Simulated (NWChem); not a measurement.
System: LaF$_{3}$; SMILES [F][La]([F])[F]

Here is an NWChem input.

```
start job
memory heap 200 mb stack 900 mb global 1100 mb
geometry units angstroms
  La     0.000290    -0.000538    -0.001306
  F     -1.671468    -1.045078     0.064474
  F     -0.002978     1.818881    -0.762765
  F      1.674208    -0.773361     0.699349
end
basis spherical
  * library def2-svp
end
ecp
  La library def2-ecp
end
dft
  xc pbe0
  iterations 150
end
driver
  maxiter 120
end
task dft optimize
dft
  grid fine
  convergence energy 1d-8 density 1d-7
end
task dft freq numerical
```

def2 effective core potentials on La; no spin-orbit coupling. The optimisation ended at a saddle point (imaginary frequency).

The level has its own optimisation; frequencies are unscaled.

Problem. What results follow from this input? (PBE0/def2-SVP with def2 effective core potentials on La.) Quantities: r F–La (Å); highest harmonic frequency (cm⁻¹); lowest (cm⁻¹); zero-point energy (kcal/mol).

Solution. 
```yaml
r F–La (Å): 2.146
highest harmonic frequency (cm⁻¹): 563
lowest (cm⁻¹): -55
zero-point energy (kcal/mol): 2.8
```
